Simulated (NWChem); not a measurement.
Molecule: InH, singlet; SMILES [InH]

```xyz
2

In     0.0000     0.0000    -0.0209
H      0.0000     0.0000    -1.8706
```
Atoms are numbered in this order, from 1.

Low-valent species are run as closed-shell singlets; no triplet was tried in these runs. Geometry: optimised at PBE0-D3(BJ)/def2-TZVP. def2 effective core potentials on In; no spin-orbit coupling.

Q: List the 4 lowest vertical singlet excitations from PBE0/def2-SVP with def2 effective core potentials on In, TDA (NWChem).

A: 
```json
[
 {"state": "S1", "energy (eV)": "2.84", "oscillator strength": "0.044", "leading excitation (squared amplitude)": "HOMO → LUMO (0.88)"},
 {"state": "S2", "energy (eV)": "2.84", "oscillator strength": "0.044", "leading excitation (squared amplitude)": "HOMO → LUMO+1 (0.88)"},
 {"state": "S3", "energy (eV)": "7.44", "oscillator strength": "0.745", "leading excitation (squared amplitude)": "HOMO → LUMO+2 (0.89)"},
 {"state": "S4", "energy (eV)": "7.98", "oscillator strength": "0.556", "leading excitation (squared amplitude)": "HOMO−1 → LUMO (0.84)"}
]
```
